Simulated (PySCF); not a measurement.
# Trend along the second period: MC cations

CCSD(T) with double-zeta basis sets in PySCF, for the lowest determinant that a PBE0 search found; no spin–orbit coupling. De refers to high-spin ground-configuration atoms (the charge goes to the atom of lower measured ionisation energy or higher electron affinity, which is not always the lowest computed limit).

```csv
M,basis,"reference, frozen orbitals",charged atom,state (unpaired electrons),Re (Å),ωe (cm⁻¹),De (eV)
Li,def2-SVPD,"UHF, 1",Li+,"triplet (σ ↑, π ↑)",2.357,302,0.45
Be,aug-cc-pVDZ,"UHF, 1",Be+,"quartet (σ ↑, π ↑↑)",1.593,1087,2.48
C,cc-pVDZ,"UHF, 2",C+,"quartet (σ ↑, π ↑↑)",1.428,1337,5.25
N,def2-SVP,"ROHF, 2",C+,"triplet (σ ↑, π ↑)",1.251,1751,4.56
O,jorge-DZP-DKH,"ROHF, 2",C+,doublet (σ ↑),1.135,2185,7.72
F,aug-cc-pVDZ,"RHF, 2",C+,singlet (closed shell),1.178,1685,7.20
```

The shortest bond is that of CO⁺ (1.135 Å), the longest that of LiC⁺ (2.357 Å).

The rows differ in basis set, which adds steps of its own.

The state changes along the series, so neighbouring rows are not always alike in their bonding.

Correlated steps freeze the inner cores (1 to 2 orbitals); shallow outer-core shells are correlated. UHF and ROHF references stand side by side, which adds small steps between rows. Weak bonds: LiC⁺. Basis-set superposition, not corrected here, can be much of De in a small basis, most of all at correlated wavefunction levels. For an ion De counts to the pair picked by the measured ionisation energies or electron affinities, which need not be the lowest pair at this level. Where the molecule has an RHF reference, its open-shell atoms are computed with UHF. The CCSD T1 diagnostic is raised in CF⁺, CN⁺, a sign that a single reference may not be enough there. States were picked by a PBE0 search and need not be the measured ground states.
